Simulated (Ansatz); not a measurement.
Input file for Cl$_{2}$ISi (`Cl[Si](Cl)I`) radical:

```yaml
crystal:
  periodic: [false, false, false]
  atoms:
    - {symbol: Cl, position_ang: [-0.600282, -0.334081, 1.851372]}
    - {symbol: Si, position_ang: [-0.146477, -0.514635, -0.136859]}
    - {symbol: Cl, position_ang: [1.890796, -0.556855, -0.335200]}
    - {symbol: I, position_ang: [-1.088537, 1.345269, -1.399614]}
basis:
  gaussian: {orbitals: def2-SVP}
magnetization: {spin_polarized: true, initial_magnetization: 1}
correlation: {method: ccsd_t}
scf: {omitted_lower_state_checks: [cluster_reference]}
```

```sh
$ ansatz run in.yaml --threads 4 --pin off --events-out ev --progress --plain
```

The program prints (abridged):

```
Functional definition: HF
818 factors; integrals over basis functions are off by at most 7.4e-4 eV
mean field evaluation 1: about -40932.5742 eV, gradient 1.4e1 eV
mean field evaluation 2: about -40932.5930 eV, gradient 1.4e1 eV
mean field evaluation 4: about -40934.1616 eV, gradient 1.8e0 eV
mean field evaluation 8: about -40934.2410 eV, gradient 2.2e-1 eV
mean field evaluation 16: about -40934.2426 eV, gradient 1.3e-6 eV
mean field -40934.24264777 eV, -1504.3056710793 hartree, gradient 1.3e-6 eV, S^2 0.757769; 0 other end points of the search recorded, 0 dependent functions left out
19 core orbitals not correlated: weight in the atoms' cores, before any rotation towards them, 1.000 or more for the frozen orbitals, at most 0.000 for the correlated occupied ones
reference -40934.24264777 eV, -1504.3056710793 hartree; 18, 17 occupied and 43, 44 virtual orbitals, 818 factors
second order -12.34393559 eV of doubles, -0.00000000 eV of singles
cycle   1  -12.96769636 eV  change   -6.2e-1 eV  update   8.0e-2
cycle   2  -13.22562173 eV  change   -2.6e-1 eV  update   2.4e-2
cycle   3  -13.28462636 eV  change   -5.9e-2 eV  update   1.4e-2
cycle   4  -13.28149223 eV  change    3.1e-3 eV  update   4.8e-3
cycle   5  -13.28083608 eV  change    6.6e-4 eV  update   2.2e-3
cycle   6  -13.28114284 eV  change   -3.1e-4 eV  update   8.2e-4
cycle   7  -13.28140668 eV  change   -2.6e-4 eV  update   3.6e-4
cycle   8  -13.28147285 eV  change   -6.6e-5 eV  update   1.4e-4
cycle   9  -13.28144280 eV  change    3.0e-5 eV  update   6.3e-5
cycle  10  -13.28143859 eV  change    4.2e-6 eV  update   2.0e-5
perturbative correction -0.33787233 eV, -0.0124165790 hartree
Total energy: -40947.86195869 eV, -1504.8061715242 hartree
Checks for a lower state left out: cluster_reference
```

It took 3.9 s on 4 threads of a server CPU on a shared host, with 0.4 GiB of host memory at the peak.

MP2 recovers 90.6 % of the CCSD(T) correlation energy and the triples give 2.5 %; T1 = 0.0111.
